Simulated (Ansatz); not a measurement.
Basis-set extrapolation for `C=CC[SiH2]Cl` (PBE0-D4/def2-TZVP geometry, frozen core, Ansatz 0.2.0). Multiplicity 1, RHF reference.

```tsv
	def2-TZVPP	def2-QZVPP
HF	-866.217740	-866.244928
MP2 correlation	-0.810481	-0.871217
CCSD(T) correlation	-0.907043	not run
```

Energies in hartree. Use E(X) = E(∞) + A·exp(−7.88·√X) for Hartree–Fock and E(X) = E(∞) + B·X^(−2.97) for correlation, with X = 3 and 4, and add CCSD(T) minus MP2 of the smaller set to the MP2 limit.

**Question.** What is the CCSD(T) energy at the basis-set limit?

**Answer.** HF limit: -866.244928 + (-0.027188) × 0.13774 = -866.24867. MP2 limit: -0.871217 + (-0.060736) × 0.74074 = -0.91621. Higher-order term: -0.907043 − (-0.810481) = -0.09656. Total: -867.26144 hartree, 358.8 kJ/mol below CCSD(T)/def2-TZVPP.
